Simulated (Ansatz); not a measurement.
Geometry optimisation, Ansatz 0.2.0, RKS B3LYP-D4/def2-SVP.

Input file:

```yaml
crystal:
  periodic: [false, false, false]
  atoms:
    - { symbol: B, position_ang: [0.0, 0.0, 0.0] }
    - { symbol: H, position_ang: [0.0, 0.0, 1.54] }
    - { symbol: Cl, position_ang: [1.6108, 0.0, -0.93] }
    - { symbol: Cl, position_ang: [-1.6108, 0.0, -0.93] }
    - { symbol: Cl, position_ang: [0.0903, -2.0478, 0.6811] }
    - { symbol: H, position_ang: [0.0386, -0.8759, 1.6586] }
basis:
  gaussian: { orbitals: def2-SVP }
hamiltonian:
  xc: b3lyp
  dispersion: d4
relax:
  f_tol: 0.15
  max_steps: 25
  restrain:
    - { distance: [0, 4], at: 1.86, k: 30.0 }
    - { distance: [5, 1], at: 0.66, k: 30.0 }
    - { distance: [0, 1], at: 2.39, k: 30.0 }
    - { distance: [5, 4], at: 2.57, k: 30.0 }
output:
  orbitals: {}
```

Command:

```bash
$ ansatz run input.yaml --threads 1 --pin off --max-ram 2048MiB --backend cpu --events-out ev --progress --plain --runs-dir out
```

Q: Where does it end, and by what steps?

A: The forces met the threshold. The restraints hold the end off the free minimum; the threshold counts their pulls, which the force column leaves out. Restrained pairs: B1–Cl5 (2.16 → 1.82 Å), H2–H6 (0.88 → 0.72 Å), B1–H2 (1.54 → 2.40 Å), Cl5–H6 (1.53 → 2.58 Å). After 5 steps the energy has fallen by 2.978 eV (the restraints' own energy left out); B1 moved furthest, 0.77 Å.

| step | energy less start (eV) | largest force component (eV/Å) | accepted |
| --- | --- | --- | --- |
| 0 | 0.0000 | 3.772 | yes |
| 1 | -0.5418 | 4.347 | yes |
| 2 | -1.5543 | 4.345 | yes |
| 3 | -2.5242 | 2.723 | yes |
| 4 | -2.9790 | 1.594 | yes |
| 5 | -2.9778 | 1.775 | yes |

```xyz
6
Properties=species:S:1:pos:R:3
B 0.025 -0.632 -0.431
H 0.001 0.215 1.813
Cl 1.524 0.177 -0.797
Cl -1.506 0.123 -0.782
Cl 0.059 -2.332 0.213
H 0.025 -0.475 2.004
```

The run took 17 s on 1 thread of Arm Neoverse V2 (shared host), peak memory 0.15 GiB.
